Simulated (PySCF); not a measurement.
# Which functional comes closest?

Molecule: SMILES N#CSc1ccco1, C₅H₃NOS.

Geometry (Å), atoms numbered from 1 in this order:
```xyz
11

N     3.4961    1.1472   -0.9365
C     2.8834    0.4313   -0.2574
S     2.0759   -0.6522    0.7774
C     0.4112   -0.3113    0.3778
C    -0.4817   -0.9966   -0.3993
C    -1.7144   -0.2910   -0.2853
C    -1.4655    0.7617    0.5486
O    -0.1877    0.7524    0.9599
H    -0.2686   -1.8896   -0.9819
H    -2.6614   -0.5309   -0.7632
H    -2.0835    1.5726    0.9261
```

Geometry PBE0-D3(BJ)/def2-SVP throughout; GIAO in PySCF, gas phase, one conformer, non-relativistic; equivalent atoms averaged; basis pcSseg-1.

Reference values (estimated from measurements, as parent shift plus tabulated substituent increments; solution, not stated per compound (mostly CDCl3 or CCl4); Pretsch, Buehlmann, Badertscher, Structure Determination of Organic Compounds, 4th ed. (2009)): δ(H9) = 6.70 ppm, δ(H10) = 6.36 ppm, δ(H11) = 7.48 ppm. Computed shifts are taken against TMS, calculated as an isolated molecule at each level.

Task: How do the functionals HF, LDA, PBE, BLYP, BP86, B3LYP, PBE0, BHandHLYP, wB97X-D perform against the reference? Times are CPU seconds on 1 thread of an Arm Neoverse V1, shared host; the GGAs took longer than the global hybrids here, which isn't the general rule, and the cause wasn't traced.

Result: 
```tsv
functional	kind	H9	H10	H11	mean abs. error H	core-s
HF	Hartree–Fock	7.33	6.69	7.83	0.44	7.8
LDA	LDA	7.00	6.70	7.52	0.23	19
PBE	GGA	6.92	6.61	7.52	0.17	23
BLYP	GGA	6.82	6.51	7.45	0.10	26
BP86	GGA	6.93	6.61	7.53	0.18	26
B3LYP	global hybrid	6.97	6.60	7.55	0.19	15
PBE0	global hybrid	7.09	6.71	7.64	0.30	16
BHandHLYP	global hybrid	7.13	6.67	7.67	0.31	14
wB97X-D	range-separated hybrid	7.12	6.69	7.63	0.30	20
```

For $^{1}$H the closest is BLYP (0.10 ppm) and the furthest HF (0.44 ppm). One molecule is a small sample, and vibrational and solvent effects are absent from the calculation.
